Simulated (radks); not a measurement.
The numbers below are computed, except where a source is named.
Task: Radial electron density D(r) = 4 pi r^2 rho(r) of an atom or ion with 47 electrons. Level of theory: scalar-relativistic Kohn-Sham, revPBE, spin-unpolarised, spherical densities, finite nucleus; Fermi nuclear charge, rms radius of each element as measured or else 0.836 A^(1/3) + 0.57 fm (a radial shooting solver on a logarithmic mesh with Libxc functionals).

```
   r/bohr * D(r) (the largest magnitude, 82.6, reaches the edge; | marks zero)
  0.00183 |  *
  0.00248 |    *
 0.003334 |       *
 0.004519 |           *
 0.006075 |                 *
 0.008234 |                         *
  0.01107 |                                 *
    0.015 |                                       *
  0.02017 |                                          *
  0.02734 |                                        *
  0.03675 |                                    *
  0.04981 |                                      *
  0.06697 |                                                *
  0.09076 |                                                      *
    0.122 |                                               *
   0.1654 |                                     *
   0.2223 |                                         *
   0.3013 |                                          *
   0.4051 |                        *
   0.5491 |             *
   0.7442 |              *
        1 |           *
    1.356 |    *
    1.823 | *
    2.471 *
    3.322 *
    4.502 *
    6.053 *
    8.203 *
```

What is the nuclear charge?

Result: Z = 50. The innermost maximum, from 1s, lies near gamma/Z bohr with gamma = sqrt(1 - (Z/c)^2) = 0.931, here 0.0186 bohr (found: 0.0203), and its height grows with Z. The density is that of the tin ion Sn3+ in [Kr] 4d9 5s1 6s1; the configuration itself is not fixed sharply by these data, and Z only to a few units. D(r) has 5 maxima, at r = 0.0203, 0.0900, 0.263, 0.775, 3.96 bohr, and minima at 0.0398, 0.172, 0.571, 3.09 bohr, inside which lie 1.99, 11.13, 28.99, 46.08 electrons.
